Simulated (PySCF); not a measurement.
Species: C2H13Si4 (doublet state).
Numbering: `[CH2:1][Si@@H:2]([SiH3:3])[SiH2:4][CH2:5][SiH3:6]` (hydrogens: H7, H8 on C1; H9 on Si2; H10, H11, H12 on Si3; H13, H14 on Si4; H15, H16 on C5; H17, H18, H19 on Si6)

Cartesian coordinates in Å at the GFN2-xTB level; atoms count from 1:
```xyz
19
C2H13Si4 angstrom
C     -1.727    1.114    1.962
Si    -1.674   -0.370    0.918
Si    -2.670    0.023   -1.162
Si     0.522   -1.086    0.496
C      1.488    0.381   -0.233
Si     3.240   -0.010   -0.847
H     -2.157    1.139    2.947
H     -1.304    2.053    1.643
H     -2.391   -1.460    1.613
H     -2.589   -1.154   -2.033
H     -1.985    1.109   -1.869
H     -4.083    0.393   -1.082
H      1.234   -1.572    1.686
H      0.552   -2.191   -0.477
H      0.914    0.800   -1.061
H      1.543    1.169    0.519
H      4.047   -0.534    0.257
H      3.164   -1.002   -1.921
H      3.867    1.209   -1.366
```

The hyperfine couplings belong to this conformer and change with its torsions.

The calculation used UKS B3LYP, pcH-1 on C H Si, non-relativistic, mean-field spin-orbit, GIAO (PySCF 2.14.0). Isolated species at its GFN2-xTB geometry (one conformer only). Couplings are sensitive to structure, and on GFN2-xTB geometries they can be far from those on DFT ones. No stability test was run, so a lower SCF solution isn't excluded.

Computed for the main isotopes (class means, splittings of 0.05 mT or more): g = 2.0027; H7/H8 1H -56.1 MHz (2.00 mT); H14 1H +15.6 MHz (0.56 mT); H10/H11/H12 1H +3.7 MHz (0.13 mT); 24 first-order lines, 4.96 mT wide.

Task: What changes when 1H at H10/H11/H12 is replaced by 2H at all these sites?

Result: The spin density stays the same (vibrational effects aside), so a scales with the nuclear g factor: 0.85744/5.58569 = 0.1535, so a goes from +3.7 to +0.6 MHz (0.021 mT). The spin goes from 1/2 to 1, so the 1:3:3:1 quartet becomes a 1:3:6:7:6:3:1 septet. The spectrum then has 42 first-order lines over 4.68 mT, counting the new splitting although it is under 0.05 mT.

Task: Give position and intensity of the satellites from 13C at C1.

Result: a = +78.1 MHz, or 2.79 mT in magnitude, and I = 1/2, so to first order each main line has two satellites, at ±1.39 mT. The isotope's abundance is about 1.07 %, shared among 2 lines, so each has 0.54 % of the main line's intensity.

Task: Where do the 29Si satellites of Si4 appear, and how strong are they?

Result: a = -73.4 MHz, or 2.62 mT in magnitude, and I = 1/2, so to first order each main line has two satellites, at ±1.31 mT. The isotope's abundance is about 4.7 %, shared among 2 lines, so each has 2.5 % of the main line's intensity.

Means are taken over nuclei equivalent by connectivity, which assumes that they swap fast. The three 1H nuclei of mean +3.7 MHz run from -1.8 to 14.4 MHz in the frozen geometry.
